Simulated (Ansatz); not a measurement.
Cost and result for the atomization energy of CH$_{9}$NO$_{2}$Si$_{2}$, SMILES `CN([SiH2]O)[SiH2]O` (15 atoms, 14 bonds).

Z-matrix (Å, degrees):
```
C
N 1 1.458
H 1 1.096 2 111.1
H 1 1.095 2 112.1 3 120.6
H 1 1.093 2 110.7 3 -119.4
Si 2 1.732 1 117.6 3 -45.6
Si 2 1.717 1 122.1 3 133.0
O 6 1.638 2 108.3 1 173.8
H 6 1.484 2 113.0 1 -68.7
H 6 1.492 2 107.4 1 50.9
O 7 1.661 2 111.4 1 -126.8
H 7 1.488 2 106.2 1 -5.5
H 7 1.479 2 113.8 1 117.9
H 8 0.964 6 116.8 2 -41.4
H 11 0.959 7 116.4 2 71.4
```

Charge 0, multiplicity 1. All single points use the PBE0-D4/def2-TZVP geometry. It is one conformer, not always the lowest. Program: Ansatz. All runs use 2 threads of an AMD EPYC 7R13 on a shared host and a share of an NVIDIA H100 80 GB. Times are those of one run each, without the atoms' runs, and a repeat can differ threefold. Electronic energies, without spin–orbit coupling; frozen cores. CCSD(T)/CBS adds CCSD(T) − MP2 in def2-TZVPP to the MP2 limit, and its time is that of the two runs behind it. T1 = 0.011. B3LYP takes the VWN-RPA correlation (the form of Gaussian; ORCA's B3LYP/G).

CCSD(T)/CBS is a level of theory with its own doubt, some kJ/mol a heavy atom from the limit and from the frozen cores, so smaller differences don't rank the functionals.

| level | functions | wall time |
| --- | --- | --- |
| PBE0-D4/def2-TZVPP | 334 | 2 s |
| PBE-D4/def2-TZVPP (with forces) | 334 | 2.5 s |
| B3LYP-D4/def2-TZVPP (with forces) | 334 | 2.6 s |
| B2PLYP/def2-TZVPP | 334 | 2.7 s |
| r2SCAN-D4/def2-TZVPP (with forces) | 334 | 2.7 s |
| ωB97X-V/def2-TZVPP | 334 | 3 s |
| MP2/def2-QZVPP | 638 | 3.9 s |
| ωB97M-V/def2-TZVPP (with forces) | 334 | 4.4 s |
| CCSD(T)/def2-TZVPP | 334 | 7 s |
| CCSD(T)/CBS(def2) | – | 11 s |

**Question.** What atomization energy does each give, and how far from CCSD(T)/CBS? (Best estimate.)

**Answer.** Computed: 
```csv
level,atomization (kcal/mol),difference from CCSD(T)/CBS,per bond
PBE0-D4/def2-TZVPP,1298.8,-17.5,-1.3
PBE-D4/def2-TZVPP (with forces),1319.3,3.0,0.2
B3LYP-D4/def2-TZVPP (with forces),1310.2,-6.1,-0.4
B2PLYP/def2-TZVPP,1295.9,-20.4,-1.5
r2SCAN-D4/def2-TZVPP (with forces),1308.3,-8.0,-0.6
ωB97X-V/def2-TZVPP,1317.2,0.9,0.1
MP2/def2-QZVPP,1319.6,3.3,0.2
ωB97M-V/def2-TZVPP (with forces),1316.2,-0.1,0.0
CCSD(T)/def2-TZVPP,1277.6,-38.7,-2.8
CCSD(T)/CBS(def2),1316.3,0.0,0.0
```

The D4 term adds +14.3 kcal/mol with B3LYP and +7.6 kcal/mol with PBE0; it sums over pairs of atoms, weighted by their polarisabilities, and B3LYP, whose exchange is more repulsive, gets the larger term. In def2-TZVPP, CCSD(T) changes the Hartree–Fock value by +332.8 kcal/mol (the triples alone add +17.4 kcal/mol) and MP2 by +351.6 kcal/mol; breaking electron pairs costs correlation energy, which Hartree–Fock lacks. From PBE to PBE0 (25 % exact exchange), in def2-TZVPP and without D4, the atomization energy moves by −19.2 kcal/mol: exact exchange takes away binding that semilocal exchange gives to molecules.
